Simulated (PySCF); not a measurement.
**Energy profile**

The step: AlHOF₂ ([OH][Al]([F])[F]) + H₂ → AlHF₂ ([F][AlH][F]) + H₂O (still joined by a long Al–O bond); bonds formed: Al1–H6, O2–H5; bonds broken: H5–H6; bonds weakened to dative contacts: Al1–O2 (atoms numbered as in the saddle structure below).

Al1  (-0.598, -0.207, -0.313)
O2  (1.172, 0.142, -0.124)
F3  (-0.970, -1.630, -1.036)
F4  (-1.479, 1.143, -0.633)
H5  (0.624, -0.070, 0.964)
H6  (-0.300, -0.394, 1.392)
H7  (1.551, 1.017, -0.250)
(Å)

Electronic energies by CCSD(T) at an estimated basis limit (MP2 extrapolated from triple and quadruple zeta, plus CCSD(T) − MP2 in triple zeta), on PBE0-D4/def2-TZVP structures; AlH₃OF₂, singlet; no counterpoise correction. Program: PySCF 2.14 with density fitting (its default auxiliary sets; JK sets also for MP2 and CCSD(T)). Basis: def2-TZVPP and def2-QZVPP. Cores are frozen in the correlated methods. Extrapolation: Hartree–Fock as exp(−7.88 √X), correlation as X^−2.97.

(1) Give the profile in kcal/mol, counted from the separated reactants. (To be estimated.)

No T1 diagnostic of these runs exceeds 0.013.

Results:

(1) Computed:
```
                                                                                              point  kcal/mol
separated: AlHOF₂ (linked as [OH][Al]([F])[F]; Al1, O2, F3, F4, H7; singlet) + H₂ (H5, H6; singlet)      0.00
                                                                                    start structure     -3.68
                                                                                             saddle     21.40
                                                                                      end structure      0.29
     separated: AlHF₂ (linked as [F][AlH][F]; Al1, F3, F4, H6; singlet) + H₂O (O2, H5, H7; singlet)     25.73
```

For scale, one of the runs: CCSD(T)/def2-TZVPP, 177 basis functions, launched by `OMP_NUM_THREADS=4 python run.py`. Time: 4.4 min of wall clock on 4 CPU threads of an Arm Neoverse V1; the host was shared. Peak host memory: 2 GiB.
